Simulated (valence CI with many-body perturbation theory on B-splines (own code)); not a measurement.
**Tm37+: magnetic and hyperfine properties of the levels**

Computed by valence CI with perturbative core correlation (CI+MBPT): four valence electrons over a frozen Dirac-Fock core [Ar] 3d10, radial functions for each j: 11 s, 11 p, 10 d, 8 f, 5 g, 2 h, with the one-electron correlation potential Σ1, the two-electron term Σ2, the three-electron term Σ3, Breit, model QED; selected CI, second order for the rest, scaled by the run's own slope (own B-spline code, finite nucleus).

No measured spectrum was set against this ion. As an estimate, large intervals hold to a few tenths of a per cent, small ones and those within an open d or f shell to about a per cent. Among the levels kept, up to 390 cm⁻¹ of a level comes from second order outside the variational space, and about a tenth of that is noise between levels of different J, which matters for small intervals.

A/g_I is the dipole constant over the nuclear g factor μ/I (μ in nuclear magnetons, uniformly magnetised nucleus), B/Q the quadrupole constant per barn. Both hold the static response of the core; the bare values leave it out. Large factors of s and p1/2 electrons are usually good to 5 to 10 %; those of open d and f shells near neutrality can be off by tens of per cent, and small factors of p3/2, d and f electrons come from cancelling terms and can be off by a factor of two or in sign, in half-filled shells by more. B is blank for J = 1/2, where it vanishes, and for nearly pure S terms. Energies count from the lowest level. Levels with J = 0 are left out.

Levels are named by their leading jj configuration (3d3/2^4 stands for four electrons in 3d with j = 3/2), which in mixed levels can hold well under half, so a name can repeat and another be missing. Letters in brackets count levels of one name in rising energy.

```tsv
Level	E (eV)	g	A/g_I (MHz)	A/g_I bare	B/Q (MHz/b)	B/Q bare
(4s^2 4p1/2 4p3/2) J=1	61.73	1.498	-31400	-30700	43000	41500
(4s^2 4p1/2 4p3/2) J=2	65.58	1.184	118000	114000	73000	70500
(4s^2 4p3/2^2) J=2	130.22	1.309	44800	43000	12800	12400
(4s 4p1/2^2 4p3/2) J=2	145.32	1.594	296000	285000	73200	70600
(4s 4p1/2^2 4p3/2) J=1	158.53	1.034	-201000	-194000	59800	57700
(4s^2 4p1/2 4d3/2) J=2	197.10	0.779	93600	91000	11800	11600
(4s 4p1/2 4p3/2^2) J=2 [a]	201.55	1.535	185000	179000	24300	23500
(4s 4p1/2 4p3/2^2) J=3	208.83	1.297	221000	213000	-11400	-10900
(4s^2 4p1/2 4d3/2) J=1	212.59	0.948	-90400	-86700	-2650	-2420
(4s^2 4p1/2 4d5/2) J=2	222.44	1.171	-39800	-38000	14700	14400
(4s^2 4p1/2 4d5/2) J=3	223.66	1.141	104000	101000	28100	27400
(4s 4p1/2 4p3/2^2) J=1 [a]	224.63	1.250	448000	432000	-58400	-56300
(4s 4p1/2 4p3/2^2) J=2 [b]	228.47	1.181	33100	32200	-4870	-4740
(4s 4p1/2 4p3/2^2) J=1 [b]	229.16	1.318	-30300	-29100	33400	32200
(4s^2 4p3/2 4d3/2) J=2 [a]	272.95	1.295	115000	111000	-31300	-30200
(4s^2 4p3/2 4d3/2) J=1	273.96	1.140	20400	19900	-34500	-33400
(4s^2 4p3/2 4d3/2) J=2 [b]	274.12	1.096	74000	71500	-44100	-42500
(4s^2 4p3/2 4d3/2) J=3	275.98	1.137	35500	34600	72700	70300
(4s^2 4p3/2 4d5/2) J=4	278.63	1.247	21700	21200	104000	101000
(4s 4p1/2^2 4d3/2) J=1	282.13	0.393	-233000	-225000	7040	6920
(4s 4p1/2^2 4d3/2) J=2	284.57	1.178	247000	239000	12400	12200
(4s^2 4p3/2 4d5/2) J=1	293.55	1.251	-99300	-95100	-9720	-9360
(4s^2 4p3/2 4d5/2) J=2	295.39	1.320	156000	150000	-70900	-68500
(4s^2 4p3/2 4d5/2) J=3	295.77	1.160	24400	23800	17800	17400
(4s 4p1/2^2 4d5/2) J=3	301.21	1.368	177000	172000	14100	13800
(4s 4p1/2^2 4d5/2) J=2 [a]	302.53	1.207	-57200	-54600	-11500	-10900
(4s 4p3/2^3) J=1	305.02	1.035	-107000	-103000	-7350	-6970
(4s 4p1/2^2 4d5/2) J=2 [b]	317.44	1.078	-32400	-30800	33700	32700
(4s 4p1/2 4p3/2 4d3/2) J=1 [a]	337.20	1.195	134000	130000	-41900	-40500
(4s 4p1/2 4p3/2 4d3/2) J=2 [a]	337.77	1.124	105000	102000	-27300	-26400
(4s 4p1/2 4p3/2 4d3/2) J=3 [a]	339.51	1.161	150000	145000	12400	12100
(4s 4p1/2 4p3/2 4d3/2) J=4	345.16	1.209	183000	177000	50800	49200
(4s 4p1/2 4p3/2 4d5/2) J=4 [a]	349.91	1.400	117000	113000	104000	101000
(4s 4p1/2 4p3/2 4d3/2) J=2 [b]	351.79	0.892	95100	92100	-46400	-44700
```

Question: Take the isotope of mass number 171, with I = 1/2, μ = -0.23 μN. What is the hyperfine structure of (4s^2 4p1/2 4p3/2) J=2?

Answer: From the table A = -54300 MHz. Shifts from the centre of gravity in MHz: F = 3/2: 81400, F = 5/2: -54300.
